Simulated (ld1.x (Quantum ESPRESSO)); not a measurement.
Building the TM potential for zinc (PBEsol, scalar-relativistic).

The input file (ld1.x (Quantum ESPRESSO) 7.5):

```
&input
   title='Zn', zed=30., rel=1, dft='PBESOL', iswitch=3,
   config='[Ar] 3d10 4s1.75 4p0',
   nld=3, rlderiv=3.50, eminld=-3.0, emaxld=5.0, deld=0.02
 /
 &inputp
   pseudotype=2, tm=.true., lloc=2,
   nlcc=.false.,
   file_pseudopw='Zn.UPF', file_wfcaegen='ae.wfc', file_wfcncgen='nc.wfc', file_beta='beta', file_chi='chi'
 /
3
4S  1  0   1.75   0.00  1.90  1.90  0.0
4P  2  1   0.00   0.00  3.20  3.20  0.0
3D  3  2  10.00   0.00  1.05  1.05  0.0
 &test
   configts(1)='3d10 4s1.75 4p0'
 /
```

Command:

```bash
ld1.x < Zn.in > Zn.out
```

Output (shortened: banner, matrices, multipoles, cross overlaps and the repeated all-electron block are left out):

```
Program LD1 v.7.5
     --------------------------- All-electron run ----------------------------

     Zn
     scalar relativistic calculation

     atomic number is 30.00
     dft =PBESOL   lsd =0 sic =0 latt =0  beta=0.20 tr2=1.0E-14
     Exchange-correlation= PBESOL
                           (   1   4  10   8   0   0   0)
     mesh =1201 r(mesh) =  99.36527 a.u. xmin = -7.00 dx = 0.01250
     1 Ry =  13.60569312 eV, c = 137.03599908

     n l     nl                  e(Ry)          e(Ha)          e(eV)
     1 0     1S 1( 2.00)      -699.6703      -349.8352     -9519.4995
     2 0     2S 1( 2.00)       -85.2213       -42.6106     -1159.4948
     2 1     2P 1( 6.00)       -73.9165       -36.9583     -1005.6853
     3 0     3S 1( 2.00)        -9.6412        -4.8206      -131.1757
     3 1     3P 1( 6.00)        -6.2850        -3.1425       -85.5121
     3 2     3D 1(10.00)        -0.9124        -0.4562       -12.4145
     4 0     4S 1( 1.75)        -0.5797        -0.2899        -7.8875
     4 1     4P 1( 0.00)        -0.1895        -0.0948        -2.5788

     final scf error:  5.7E-15 reached in  42 iterations

     Etot =   -3589.075951 Ry,   -1794.537975 Ha,  -48831.865982 eV

     Ekin =    3645.851137 Ry,    1822.925568 Ha,   49604.331737 eV
     Encl =   -8647.106513 Ry,   -4323.553257 Ha, -117649.877624 eV
     Eh   =    1552.216304 Ry,     776.108152 Ha,   21118.978687 eV
     Exc  =    -140.036878 Ry,     -70.018439 Ha,   -1905.298782 eV

     normalization and overlap integrals

     s(1S/1S) =  1.000000  <r> =   0.0503  <r2> =    0.0034  r(max) =   0.0329
     s(2S/2S) =  1.000000  <r> =   0.2264  <r2> =    0.0604  r(max) =   0.1894
     s(2P/2P) =  1.000000  <r> =   0.1984  <r2> =    0.0483  r(max) =   0.1513
     s(3S/3S) =  1.000000  <r> =   0.6816  <r2> =    0.5372  r(max) =   0.5908
     s(3P/3P) =  1.000000  <r> =   0.7138  <r2> =    0.6025  r(max) =   0.5908
     s(3D/3D) =  1.000000  <r> =   0.9085  <r2> =    1.1196  r(max) =   0.5620
     s(4S/4S) =  1.000000  <r> =   2.5681  <r2> =    7.6975  r(max) =   2.0623
     s(4P/4P) =  1.000000  <r> =   3.8003  <r2> =   17.3987  r(max) =   2.8542

     ------------------------ End of All-electron run ------------------------

     --------------------- Generating NC pseudopotential ---------------------

      Generating local pot.: lloc=2, matching radius rcloc =   1.0500

      Wfc   4S  rcut= 1.913  Using Troullier-Martins method

      Wfc   4P  rcut= 3.234  Using Troullier-Martins method

     ------------------- End of pseudopotential generation -------------------

     Computing logarithmic derivative in   3.50809
     Message from routine run_pseudo:
     Warning: convergence not achieved
     Computing logarithmic derivative in   3.50809
     Computing the partial wave expansion
     R is outside the sphere for l=    0 j= 0.00
     R is outside the sphere for l=    1 j= 0.00
       no projector for channel:   2

     ---------------------- Testing the pseudopotential ----------------------

     Zn
     scalar relativistic calculation

     atomic number is 30.00   valence charge is 12.00
     dft =PBESOL   lsd =0 sic =0 latt =0  beta=0.20 tr2=1.0E-14
     mesh =1201 r(mesh) =  99.36527 xmin = -7.00 dx = 0.01250

     n l     nl             e AE (Ry)        e PS (Ry)    De AE-PS (Ry)
     3 2     3D   1(10.00)       -0.91245       -0.91246        0.00001
     1 0     4S   1( 1.75)       -0.57972       -0.57972        0.00000
     2 1     4P   1( 0.00)       -0.18954       -0.18954        0.00000

     eps = 3.2E-11  iter =201

     Etot =   -3589.075951 Ry,   -1794.537975 Ha,  -48831.865982 eV
     Etotps =  -123.403228 Ry,     -61.701614 Ha,   -1678.986446 eV

     Ekin =     187.149807 Ry,      93.574903 Ha,    2546.302837 eV
     Encl =    -412.454057 Ry,    -206.227028 Ha,   -5611.723324 eV
     Ehrt =     118.726997 Ry,      59.363498 Ha,    1615.363080 eV
     Ecxc =     -17.791268 Ry,      -8.895634 Ha,    -242.062538 eV
     Epseu=       0.965294 Ry,       0.482647 Ha,      13.133500 eV

     ---------------------- End of pseudopotential test ----------------------
```

Note: ghost states, extra bound levels that the all-electron valence spectrum of the same l lacks: s at -446.7 eV, p at -177.2 eV. A true bound ghost makes a file unfit for plane-wave use.

Generation and configuration tests took about 5.2 s on one core of a shared server CPU.

Transferability test of the new file with ld1.x, input:

```
&input
   title='Zn', zed=30., rel=1, dft='PBESOL', iswitch=2,
   config='[Ar] 3d10 4s1.75 4p0'
 /
 &test
   file_pseudo='Zn.UPF', nconf=8,
   configts(1)='3d10 4s1.75 4p0',
   configts(2)='3d10 4s2 4p0',
   configts(3)='3d10 4s1 4p0',
   configts(4)='3d10 4s0 4p0',
   configts(5)='3d9 4s2 4p0',
   configts(6)='3d10 4s0 4p1',
   configts(7)='3d10 4s0 4p2',
   configts(8)='3d9 4s0 4p0'
 /
```

```bash
ld1.x < Zn.test.in > Zn.test.out
```

Pseudopotential blocks of its output, shortened (energy terms left out; the distinct warnings before each block abridged to one line each):

```
     Warning: convergence not achieved
     ---------------------- Testing the pseudopotential ----------------------

     n l     nl             e AE (Ry)        e PS (Ry)    De AE-PS (Ry)
     3 2     3D   1(10.00)       -0.91245       -0.91246        0.00001
     1 0     4S   1( 1.75)       -0.57972       -0.57972        0.00000
     2 1     4P   1( 0.00)       -0.18954       -0.18954        0.00000

     eps = 4.8E-12  iter =201

     Etot =   -3589.075951 Ry,   -1794.537975 Ha,  -48831.865982 eV
     Etotps =  -123.403228 Ry,     -61.701614 Ha,   -1678.986446 eV

     ---------------------- End of pseudopotential test ----------------------

          Warning: convergence not achieved
     ---------------------- Testing the pseudopotential ----------------------

     n l     nl             e AE (Ry)        e PS (Ry)    De AE-PS (Ry)
     3 2     3D   1(10.00)       -0.74737       -0.74843        0.00106
     1 0     4S   1( 2.00)       -0.44082       -0.44075       -0.00007
     2 1     4P   1( 0.00)       -0.07904       -0.07897       -0.00006

     eps = 5.5E-12  iter =201

     Etot =   -3589.203378 Ry,   -1794.601689 Ha,  -48833.599715 eV
     Etotps =  -123.530658 Ry,     -61.765329 Ha,   -1680.720228 eV
     dEtot_ae =      -0.127427 Ry
     dEtot_ps =      -0.127431 Ry,   Delta E=       0.000004 Ry

     ---------------------- End of pseudopotential test ----------------------

          Warning: convergence not achieved
     ---------------------- Testing the pseudopotential ----------------------

     n l     nl             e AE (Ry)        e PS (Ry)    De AE-PS (Ry)
     3 2     3D   1(10.00)       -1.45468       -1.45070       -0.00398
     1 0     4S   1( 1.00)       -1.02785       -1.02821        0.00035
     2 1     4P   1( 0.00)       -0.56657       -0.56740        0.00082

     eps = 2.2E-12  iter =201

     Etot =   -3588.475779 Ry,   -1794.237890 Ha,  -48823.700231 eV
     Etotps =  -122.802861 Ry,     -61.401431 Ha,   -1670.818043 eV
     dEtot_ae =       0.600172 Ry
     dEtot_ps =       0.600367 Ry,   Delta E=      -0.000195 Ry

     ---------------------- End of pseudopotential test ----------------------

          ---------------------- Testing the pseudopotential ----------------------

     n l     nl             e AE (Ry)        e PS (Ry)    De AE-PS (Ry)
     3 2     3D   1(10.00)       -2.26633       -2.25468       -0.01165  !
     1 0     4S   1( 0.00)       -1.67795       -1.67726       -0.00069
     2 1     4P   1( 0.00)       -1.13417       -1.13695        0.00278

     eps = 5.8E-15  iter = 14

     Etot =   -3587.127202 Ry,   -1793.563601 Ha,  -48805.351898 eV
     Etotps =  -121.453992 Ry,     -60.726996 Ha,   -1652.465749 eV
     dEtot_ae =       1.948749 Ry
     dEtot_ps =       1.949235 Ry,   Delta E=      -0.000486 Ry

     ---------------------- End of pseudopotential test ----------------------

          Warning: convergence not achieved
     ---------------------- Testing the pseudopotential ----------------------

     n l     nl             e AE (Ry)        e PS (Ry)    De AE-PS (Ry)
     3 2     3D   1( 9.00)       -1.93657       -1.95456        0.01799  !
     1 0     4S   1( 2.00)       -1.17029       -1.16439       -0.00590  !
     2 1     4P   1( 0.00)       -0.65881       -0.65616       -0.00264

     eps = 3.3E-11  iter =201

     Etot =   -3587.885309 Ry,   -1793.942655 Ha,  -48815.666476 eV
     Etotps =  -122.203645 Ry,     -61.101822 Ha,   -1662.665287 eV
     dEtot_ae =       1.190642 Ry
     dEtot_ps =       1.199583 Ry,   Delta E=      -0.008941 Ry

     ---------------------- End of pseudopotential test ----------------------

          ---------------------- Testing the pseudopotential ----------------------

     n l     nl             e AE (Ry)        e PS (Ry)    De AE-PS (Ry)
     3 2     3D   1(10.00)       -1.58570       -1.57654       -0.00915  !
     1 0     4S   1( 0.00)       -1.10961       -1.10815       -0.00146
     2 1     4P   1( 1.00)       -0.63646       -0.63686        0.00040

     eps = 4.7E-15  iter = 17

     Etot =   -3588.008485 Ry,   -1794.004242 Ha,  -48817.342363 eV
     Etotps =  -122.336659 Ry,     -61.168329 Ha,   -1664.475033 eV
     dEtot_ae =       1.067466 Ry
     dEtot_ps =       1.066569 Ry,   Delta E=       0.000897 Ry

     ---------------------- End of pseudopotential test ----------------------

          ---------------------- Testing the pseudopotential ----------------------

     n l     nl             e AE (Ry)        e PS (Ry)    De AE-PS (Ry)
     3 2     3D   1(10.00)       -1.04286       -1.03588       -0.00697  !
     1 0     4S   1( 0.00)       -0.62447       -0.62297       -0.00150
     2 1     4P   1( 2.00)       -0.21070       -0.21066       -0.00004

     eps = 9.0E-15  iter = 19

     Etot =   -3588.424042 Ry,   -1794.212021 Ha,  -48822.996307 eV
     Etotps =  -122.752348 Ry,     -61.376174 Ha,   -1670.130779 eV
     dEtot_ae =       0.651909 Ry
     dEtot_ps =       0.650879 Ry,   Delta E=       0.001030 Ry

     ---------------------- End of pseudopotential test ----------------------

          Warning: n=1, l=0 expected 0 nodes, found 1
     Warning: n=2, l=1 expected 0 nodes, found 1
     ---------------------- Testing the pseudopotential ----------------------

     n l     nl             e AE (Ry)        e PS (Ry)    De AE-PS (Ry)
     3 2     3D   1( 9.00)       -3.72556       -3.73357        0.00801  !
     1 0     4S   1( 0.00)       -2.59338       -2.85022        0.25684  !
     2 1     4P   1( 0.00)       -1.93722       -2.50070        0.56348  !

     eps = 3.4E-15  iter = 12

     Etot =   -3584.149866 Ry,   -1792.074933 Ha,  -48764.843178 eV
     Etotps =  -118.480322 Ry,     -59.240161 Ha,   -1612.006905 eV
     dEtot_ae =       4.926085 Ry
     dEtot_ps =       4.922905 Ry,   Delta E=       0.003180 Ry

     ---------------------- End of pseudopotential test ----------------------
```
